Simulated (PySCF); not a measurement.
**Trend along group 15: MH cations**

CCSD(T) with double-zeta basis sets in PySCF, for the lowest determinant that a PBE0 search found; no spin–orbit coupling. De refers to high-spin ground-configuration atoms (the charge goes to the atom of lower measured ionisation energy or higher electron affinity, which is not always the lowest computed limit).

```json
{"M": "N", "basis": "jorge-DZP-DKH", "reference, frozen orbitals": "UHF, 1", "charged atom": "H+", "state (unpaired electrons)": "quartet (σ ↑, π ↑↑)", "Re (Å)": "1.106", "ωe (cm⁻¹)": "2782", "De (eV)": "3.72"}
{"M": "P", "basis": "cc-pV(D+d)Z/cc-pVDZ", "reference, frozen orbitals": "UHF, 5", "charged atom": "P+", "state (unpaired electrons)": "doublet (π ↑)", "Re (Å)": "1.436", "ωe (cm⁻¹)": "2400", "De (eV)": "3.18"}
{"M": "As", "basis": "def2-SVPD", "reference, frozen orbitals": "UHF, 9", "charged atom": "As+", "state (unpaired electrons)": "doublet (π ↑)", "Re (Å)": "1.531", "ωe (cm⁻¹)": "2210", "De (eV)": "2.93"}
{"M": "Sb", "basis": "def2-SVPD", "reference, frozen orbitals": "UHF, 4", "charged atom": "Sb+", "state (unpaired electrons)": "doublet (π ↑)", "Re (Å)": "1.717", "ωe (cm⁻¹)": "1956", "De (eV)": "2.54"}
{"M": "Bi", "basis": "cc-pVDZ-PP/cc-pVDZ", "reference, frozen orbitals": "UHF, 4", "charged atom": "Bi+", "state (unpaired electrons)": "doublet (π ↑)", "Re (Å)": "1.791", "ωe (cm⁻¹)": "1845", "De (eV)": "n/a"}
```

The shortest bond is that of NH⁺ (1.106 Å), the longest that of BiH⁺ (1.791 Å).

The rows differ in basis set, which adds steps of its own.

The state changes along the series, so neighbouring rows are not always alike in their bonding.

Correlated steps freeze the inner cores (1 to 9 orbitals); shallow outer-core shells are correlated. Correlated levels converge slowly with the basis: in double zeta they bind strong bonds too weakly, by up to about 1 eV, and carry superposition errors of some tenths. These are scalar-relativistic numbers at best; spin–orbit coupling would shift them, the dissociation energy most. For an ion De counts to the pair picked by the measured ionisation energies or electron affinities, which need not be the lowest pair at this level. States were picked by a PBE0 search and need not be the measured ground states.
